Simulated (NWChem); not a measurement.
C₆H₄F₂; SMILES c1(cccc(F)c1)F

All runs: NWChem. The level has its own optimisation; frequencies are unscaled. Brackets give each atom's bonded neighbours.

Q: What does the run give for LDA (Slater exchange, VWN5)/def2-SVP? Quantities: r C–F (Å); r C–C [C(CCF)–C(CCH)] (Å); r C–C [C(CCH)–C(CCH)] (Å); highest harmonic frequency (cm⁻¹); lowest (cm⁻¹); zero-point energy (kcal/mol); dipole (D).

A: 
```yaml
r C–F (Å): 1.324
r C–C [C(CCF)–C(CCH)] (Å): 1.390
r C–C [C(CCH)–C(CCH)] (Å): 1.393
highest harmonic frequency (cm⁻¹): 3151
lowest (cm⁻¹): 227
zero-point energy (kcal/mol): 51.8
dipole (D): 1.13
```
